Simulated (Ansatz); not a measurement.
Basis sets compared for 1-butyl-3-methylimidazolium bromide (C8H15BrN2). Charge 0, multiplicity 1. Geometry PBE-D4/def2-SVP. Ansatz on 4 threads of Arm Neoverse V2 on a shared host; times are rough, and most runs start from earlier orbitals.

Cartesian coordinates in Å:
```
C -1.136 2.998 1.802
C -0.487 2.277 0.620
C -1.446 1.326 -0.104
C -0.850 0.595 -1.303
N 0.298 -0.246 -0.960
C 1.305 -0.616 -1.847
C 1.972 -1.677 -1.295
N 1.373 -1.950 -0.068
C 1.559 -3.146 0.731
C 0.265 -1.160 0.056
H -2.005 3.607 1.475
H -0.423 3.678 2.309
H -1.508 2.276 2.559
H -0.095 3.022 -0.109
H 0.404 1.710 0.970
H -1.869 0.574 0.599
H -2.327 1.891 -0.477
H -1.613 -0.087 -1.742
H -0.504 1.313 -2.075
H 1.468 -0.082 -2.788
H 2.834 -2.245 -1.656
H 1.615 -2.889 1.807
H 2.498 -3.645 0.431
H 0.684 -3.814 0.559
H -0.254 -1.002 1.005
Br -1.755 -2.705 -0.498
```

Binding counts from free atoms (C triplet, N quartet, H doublet, Br doublet) in the same basis, without a counterpoise term.

```csv
level,functions,energy (Eh),HOMO (eV),LUMO (eV),binding per atom (eV),wall time
PBE-D4/def2-SVP,247,-2996.0143,-4.32,-1.07,4.38,3.9 s
PBE0-D4/def2-SVP,247,-2996.1549,-5.37,-0.24,4.30,7.5 s
```

**Question.** Estimate the rows for PBE-D4/def2-TZVP (with forces), PBE0-D4/def2-TZVP.

**Answer.** 
```
                         level  functions  energy (Eh)  HOMO (eV)  LUMO (eV)  binding per atom (eV)  wall time
PBE-D4/def2-TZVP (with forces)        448   -2996.7808      -4.62      -1.33                   4.33       10 s
             PBE0-D4/def2-TZVP        448   -2996.9127      -5.60      -0.47                   4.24       20 s
```
